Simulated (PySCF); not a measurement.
Task: Write Cartesian coordinates for `N[Si@@](C)([SiH3])N1CCCC1` as optimised with PBE0-D3(BJ)/def2-SVP.

Result: 
```xyz
25
C5H16N2Si2 angstrom
C     -2.062    0.478    1.613
Si    -1.311    0.390   -0.101
N     -1.701    1.807   -1.019
Si    -2.211   -1.408   -1.330
N      0.406    0.180    0.104
C      1.354    0.336   -0.987
C      2.709    0.308   -0.292
C      2.477   -0.727    0.803
C      1.046   -0.434    1.263
H     -3.151    0.616    1.538
H     -1.870   -0.441    2.188
H     -1.644    1.327    2.179
H     -1.744    1.762   -2.030
H     -1.381    2.719   -0.711
H     -1.697   -1.403   -2.740
H     -1.794   -2.712   -0.717
H     -3.708   -1.401   -1.403
H      1.173    1.274   -1.538
H      1.293   -0.488   -1.730
H      2.921    1.294    0.154
H      3.539    0.056   -0.968
H      2.532   -1.740    0.371
H      3.207   -0.678    1.625
H      1.045    0.253    2.132
H      0.539   -1.359    1.593
```

Orientation and origin are arbitrary. Atoms count from 1 in this order. N3 (silicon-bound nitrogen) has angles 120.2°, 120.1° and 110.9°, sum 351.2°, 0.20 Å off the plane of its three neighbours. Si2 (four-coordinate silicon) is distorted tetrahedral (angles from 105.2° to 112.5°). Si4 (SiH3 silicon) is distorted tetrahedral (angles from 106.9° to 113.8°). The 5-membered ring N5–C6–C7–C8–C9 has internal angles of 101.8° to 110.8° (sum 524°, against 540° for a flat polygon); it is puckered, 0.17 Å rms from its mean plane, widest ring torsion 39°.

Bonds between heavy atoms (Å): C1–Si2 1.874, Si2–N3 1.733, Si2–Si4 2.357, Si2–N5 1.742, N5–C6 1.454, C6–C7 1.524, C7–C8 1.525, C8–C9 1.531, N5–C9 1.459.

The calculation used PBE0-D3(BJ)/def2-SVP geometry optimisation, gas phase (PySCF 2.14.0).

Point group: C1 (no symmetry element, even within 0.4 Å). Stationary, but not proved a minimum. One conformer, not necessarily the lowest (C1–Si2–N3–H -153° and 62°, C1–Si2–N5–C6 -167°, Si2–N5–C6–C7 170°, N5–C6–C7–C8 37°, C6–C7–C8–C9 -39°, C7–C8–C9–N5 26°).
